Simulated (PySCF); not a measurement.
**Correlation energy of He (helium, neutral)**

1s1 2p1, high-spin 3P determinant (an excited configuration). Computed with PySCF 2.14 in dyall-av3z (10s3p2d, 29 functions), with the spin-free X2C one-electron Hamiltonian (Gaussian nucleus). Frozen: nothing; 2 electrons correlated; the 4 highest virtual orbitals of each spin left out.

With two correlated electrons CCSD is exact within the correlated space (frozen core and kept virtual orbitals).

```tsv
level	correlation energy (mhartree)
CCSD	-4.10
```

Diagnostics: T1 = 0.0012, D1 = 0.0023, largest double amplitude 0.020.

The outer electron is Rydberg-like, and this basis confines it to a smaller radius and binds it less than a complete one would.

Cost of the coupled-cluster step: roughly 0.12 core-seconds, for 2 correlated electrons.

Iterations:

```
CC2 = 0
CCSD nocc = (np.int64(2), np.int64(0)), nmo = (25, 25)
frozen orbitals [[25, 26, 27, 28], [25, 26, 27, 28]]
max_cycle = 100
direct = 0
conv_tol = 1e-08
conv_tol_normt = 1e-06
diis_space = 8
diis_start_cycle = 0
Init t2, MP2 energy = -0.00315847987144335
Init E_corr(UCCSD) = -0.00315847987146264
cycle = 1  E_corr(UCCSD) = -0.00386481394149238  dE = -0.00070633407  norm(t1,t2) = 0.00660977
cycle = 2  E_corr(UCCSD) = -0.00403827516215277  dE = -0.000173461221  norm(t1,t2) = 0.00180891
cycle = 3  E_corr(UCCSD) = -0.00410068567995067  dE = -6.24105178e-05  norm(t1,t2) = 0.000521485
cycle = 4  E_corr(UCCSD) = -0.00409968122983085  dE = 1.00445012e-06  norm(t1,t2) = 2.91143e-05
cycle = 5  E_corr(UCCSD) = -0.00409969926441967  dE = -1.80345888e-08  norm(t1,t2) = 9.63548e-07
cycle = 6  E_corr(UCCSD) = -0.00409969865501505  dE = 6.09404617e-10  norm(t1,t2) = 7.91225e-08
UCCSD converged
E(UCCSD) = -2.008597375474494  E_corr = -0.004099698655015054
```
